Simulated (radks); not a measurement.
Results of a calculation; reference values are marked as such.
Task: All-electron atom: the nickel ion Ni2+ in [Ar] 3d8. Level of theory: non-relativistic Kohn-Sham, r2SCAN, spin-polarised, spherical densities, point nucleus; open shells are filled with parallel spins first; meta-GGA in the generalised Kohn-Sham scheme (a radial shooting solver on a logarithmic mesh with Libxc functionals). Some entries of the table are withheld. Estimate them.

orbital  occ.  eigenvalue (hartree)  <r> (bohr)  <1/r> (bohr^-1)
1s down     1             -300.1548     0.05484            27.51
1s up       1             -300.1545     0.05484            27.51
2s up       1             -36.47049      0.2480            5.964
2s down     1             -36.41511      0.2477            5.970
2p up       3             -31.86110         (1)            5.908
2p down     3             -31.81988         (2)            5.913
3s up       1                   (3)      0.7490            1.886
3s down     1                   (4)      0.7512            1.878
3p up       3              -3.44482      0.7818            1.756
3p down     3              -3.33751      0.7853            1.747
3d up       5              -1.09628      0.9471            1.403
3d down     3              -0.99603      0.9755            1.377

Result: 
(1) 2p up <r> (bohr): 0.2167
(2) 2p down <r> (bohr): 0.2164
(3) 3s up eigenvalue (hartree): -4.87083
(4) 3s down eigenvalue (hartree): -4.76311
